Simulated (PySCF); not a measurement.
CaCl, SMILES [Cl][Ca], multiplicity 2. Coordinates come from a PBE-D3(BJ)/def2-TZVPD optimisation. The spin state was assumed, not searched.

All values below come from PBE-D3(BJ)/def2-TZVPD (PySCF 2.14.0).

Harmonic wavenumbers (cm⁻¹): 365. Rotational constants (GHz): 4.556 (linear); symmetry number 1.

Q: Work out the zero-point energy and the ideal-gas rigid-rotor harmonic-oscillator thermochemistry at 298.15 K and 1 atm.

A: ZPE = ½ Σ hcν = ½ × 365 cm⁻¹ = 0.52 kcal/mol. H − E(el) = 2.81 kcal/mol. Entropy in cal/(mol K): translation 38.88, rotation 16.33, vibration 1.10, spin 1.38, total 57.69. G − E(el) = -14.39 kcal/mol. Cp = 8.50 cal/(mol K).
